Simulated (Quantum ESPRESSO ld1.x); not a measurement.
Results of a calculation; reference values are marked as such.
Species: Rh7+. Configuration: [Kr] 4d2.

Level of theory: Dirac Kohn-Sham, PW91, spin-unpolarised, spherical densities, point nucleus; open shells fill j = l - 1/2 first (ld1.x of Quantum ESPRESSO 7.5).

Energy parts (eV):
part                   energy
total                 -129883
kinetic                135438
electron-nucleus      -310023
Hartree                 48393
exchange-correlation    -3692

Orbitals (lengths in bohr, moments of r in powers of bohr; <r^-3> diverges for s and p1/2; r(90%) holds 90 % of the orbital's charge):
| orbital | occ. | eigenvalue (eV) | r(90%) | <r> | <r^-3> | small-component weight |
|---|---|---|---|---|---|---|
| 1s1/2 | 2 | -23146.5 | 0.0585 | 0.03263 | - | 2.71e-02 |
| 2s1/2 | 2 | -3456.23 | 0.219 | 0.1415 | - | 5.62e-03 |
| 2p1/2 | 2 | -3209.01 | 0.197 | 0.1203 | - | 5.64e-03 |
| 2p3/2 | 4 | -3064.34 | 0.203 | 0.1252 | 3022 | 5.43e-03 |
| 3s1/2 | 2 | -712.484 | 0.575 | 0.3900 | - | 1.56e-03 |
| 3p1/2 | 2 | -615.788 | 0.577 | 0.3825 | - | 1.50e-03 |
| 3p3/2 | 4 | -590.810 | 0.592 | 0.3931 | 529.8 | 1.44e-03 |
| 3d3/2 | 4 | -419.774 | 0.583 | 0.3672 | 80.10 | 1.33e-03 |
| 3d5/2 | 6 | -414.834 | 0.588 | 0.3706 | 75.81 | 1.32e-03 |
| 4s1/2 | 2 | -191.192 | 1.35 | 0.9414 | - | 4.14e-04 |
| 4p1/2 | 2 | -160.283 | 1.45 | 0.9940 | - | 3.71e-04 |
| 4p3/2 | 4 | -155.758 | 1.48 | 1.017 | 96.56 | 3.58e-04 |
| 4d3/2 | 2 | -106.542 | 1.74 | 1.168 | 11.30 | 2.70e-04 |
| 4d5/2 | 0 | -105.855 | 1.75 | 1.175 | 10.70 | 2.67e-04 |

The highest occupied level is 4d3/2 at -106.54 eV. The density falls to 0.001 e/bohr^3 at r = 2.51 bohr.
